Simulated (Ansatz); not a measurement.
Geometry optimisation, RKS PBE/def2-mTZVP (Ansatz).

Input file:

```yaml
crystal:
  periodic: [false, false, false]
  atoms:
    - { symbol: Ga, position_ang: [0.0, 0.0, 0.0] }
    - { symbol: "N", position_ang: [0.0, 0.0, 1.93] }
    - { symbol: H, position_ang: [-0.877, -0.2713, 2.46] }
    - { symbol: H, position_ang: [0.877, 0.2713, 2.46] }
    - { symbol: H, position_ang: [1.3596, 0.0, -0.785] }
    - { symbol: "N", position_ang: [-1.6714, 0.0, -0.965] }
    - { symbol: H, position_ang: [-2.3403, -0.8164, -0.8664] }
    - { symbol: H, position_ang: [-1.9204, 0.8164, -1.5936] }
basis:
  gaussian: { orbitals: def2-mTZVP }
hamiltonian:
  xc: pbe
relax:
  f_tol: 0.02
  max_steps: 40
output:
  orbitals: {}
```

Command:

```bash
$ ansatz run input.yaml --threads 1 --pin off --max-ram 2048MiB --backend cpu --events-out ev --progress --plain --runs-dir out
```

Q: Where does it end, and by what steps?

A: The forces met the threshold. After 7 steps the energy has fallen by 0.745 eV; H8 moved furthest, 0.84 Å.

```tsv
step	energy less start (eV)	largest force component (eV/Å)	accepted
0	0.0000	1.715	yes
1	-0.4214	1.061	yes
2	-0.5963	0.575	yes
3	-0.6913	0.275	yes
4	-0.7345	0.193	yes
5	-0.7440	0.036	yes
6	-0.7447	0.041	yes
7	-0.7449	0.005	yes
```

```xyz
8
Properties=species:S:1:pos:R:3
Ga -0.009 0.127 0.008
N -0.019 -0.244 1.812
H -0.875 -0.222 2.362
H 0.783 -0.002 2.390
H 1.325 0.431 -0.757
N -1.633 0.126 -0.860
H -2.469 -0.278 -0.441
H -1.675 0.063 -1.875
```

Whether the end is a true minimum wasn't checked by a vibrational analysis.

Run time: 17 s on 1 thread of AMD EPYC 7B13 (Zen 3), with other jobs on the host, peak memory 0.17 GiB.
